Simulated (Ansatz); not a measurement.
Gas-phase electronic energies from Ansatz, PBE0-D4/def2-TZVP geometries. CCSD(T)/CBS adds triple-zeta CCSD(T) − MP2 to the extrapolated MP2 energy (def2 sets, frozen cores). This one scheme is used for every species. Functionals use def2-TZVPP. B3LYP here is the variant with VWN-RPA as its local correlation; programs differ in this. HSE06 is defined as in plane-wave codes. Elements past krypton have def2 core potentials. For Ta outer-core shells are correlated without core-valence functions, which leaves a few kJ/mol of doubt a bond. One conformer a species, not always the lowest.

`[NH2][Ta]([F])([F])=[S]` + CH₃OH → `C[O][Ta]([NH2])([F])=[S]` + H–F  (ligand exchange at a Ta–F bond)

```tsv
level	ΔE (kJ/mol)	difference from CCSD(T)/CBS
LDA (SPW92)	14.5	6.3
PBE-D4	19.8	11.6
revPBE-D4	19.6	11.4
BLYP-D4	19.0	10.8
r2SCAN-D4	21.7	13.5
B97M-V	24.9	16.7
PBE0-D4	16.5	8.3
B3LYP-D4	16.6	8.4
r2SCANh-D4	20.0	11.8
BHLYP-D4	14.2	6.0
CAM-B3LYP-D4	18.4	10.2
ωB97X-V	20.7	12.5
ωB97M-V	19.6	11.4
B2PLYP	17.1	8.9
PBE-QIDH	12.1	3.9
PBE	25.1	16.9
revPBE	28.8	20.6
BLYP	28.9	20.7
PBE0	21.4	13.2
B3LYP	24.9	16.7
r2SCAN0	19.9	11.7
HSE06	21.1	12.9
BHLYP	22.0	13.8
CAM-B3LYP	23.7	15.5
LC-ωPBE	24.4	16.2
RPA@PBE/def2-TZVPP	12.0	3.8
HF/def2-SVP	20.3	12.1
MP2/def2-SVP	8.6	0.4
CCSD/def2-SVP	13.7	5.5
CCSD(T)/def2-SVP	12.3	4.1
HF/def2-TZVPP	22.1	13.9
MP2/def2-TZVPP	2.1	-6.1
SCS-MP2/def2-TZVPP	8.0	-0.2
CCSD/def2-TZVPP	10.5	2.3
CCSD(T)/def2-TZVPP	8.3	0.1
HF/def2-QZVPP	22.8	14.6
MP2/def2-QZVPP	2.3	-5.9
SCS-MP2/def2-QZVPP	8.2	0.0
MP2/CBS(def2)	2.0	-6.2
CCSD/CBS(def2)	10.4	2.2
CCSD(T)/CBS	8.2	0
```

Largest T1 diagnostic among the species: 0.020, so the coupled-cluster value is less sure than usual.

The D4 term adds −8.3 kJ/mol with B3LYP and −4.9 kJ/mol with PBE0; it sums over pairs of atoms, weighted by their polarisabilities, and B3LYP, whose exchange is more repulsive, gets the larger term. At CCSD(T), def2-SVP lies +4.1 kJ/mol from the extrapolated value and def2-TZVPP +0.1 kJ/mol. From r2SCAN to r2SCAN0 (25 % exact exchange), in def2-TZVPP and without D4, ΔE moves by −3.6 kJ/mol.

CCSD(T)/CBS has its own doubt, a few kJ/mol and more with outer-core shells, so smaller differences from it don't rank the levels.
